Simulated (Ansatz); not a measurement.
Molecule: Si5H12 (charge 0, singlet). 
Structure (B3LYP-D3(BJ)/def2-TZVP (Ansatz, a quantum-chemistry and plane-wave program) minimum search):
```xyz
17

Si     2.9919     0.4445     0.5559
Si     1.3323    -0.3931    -0.8709
Si    -0.7641     0.4615    -0.2633
Si    -2.4582    -0.5449    -1.5302
Si    -1.1133     0.0681     2.0204
H      4.3427    -0.0267     0.1636
H      2.7156    -0.0014     1.9430
H      2.9762     1.9273     0.5265
H      1.2892    -1.8746    -0.7619
H      1.6404    -0.0454    -2.2822
H     -0.7690     1.9302    -0.5038
H     -2.4665    -2.0024    -1.2549
H     -2.2226    -0.3382    -2.9800
H     -3.7880     0.0109    -1.1786
H     -2.4703     0.5016     2.4340
H     -0.1107     0.7977     2.8339
H     -0.9764    -1.3835     2.2934
```
Charge 0, spin multiplicity 1.

Total electronic energies in hartree. Valence correlation only, unless marked. Spin-orbit coupling is left out. No relativistic terms. CBS marks a two-point X^-3 extrapolation of the correlation energy; Hartree-Fock from the larger set.

```json
[
 {"level": "HF/cc-pwCVTZ", "program": "Ansatz", "energy (Eh)": "-1451.72028"},
 {"level": "PBE-D4/def2-TZVPD", "program": "Ansatz + dftd4", "energy (Eh)": "-1453.95304"},
 {"level": "B97M-V/def2-TZVPD", "program": "Ansatz", "energy (Eh)": "-1454.34520"},
 {"level": "MP2/cc-pV(D+d)Z", "program": "Ansatz", "energy (Eh)": "-1452.17542"},
 {"level": "SCS-MP2/cc-pV(D+d)Z", "program": "Ansatz", "energy (Eh)": "-1452.20724"},
 {"level": "CCSD/cc-pwCVTZ", "program": "Ansatz", "energy (Eh)": "-1452.46827"},
 {"level": "CCSD(T)/aug-cc-pV(D+d)Z", "program": "Ansatz", "energy (Eh)": "-1452.34042"},
 {"level": "CCSD(T)/cc-pVTZ", "program": "Ansatz", "energy (Eh)": "-1452.47824"},
 {"level": "CCSD(T)/CBS(cc-pV(T+d)Z,cc-pV(Q+d)Z)", "program": "Ansatz", "energy (Eh)": "-1452.5752"}
]
```

Totals of different functionals don't rank their quality; only differences between species are comparable.
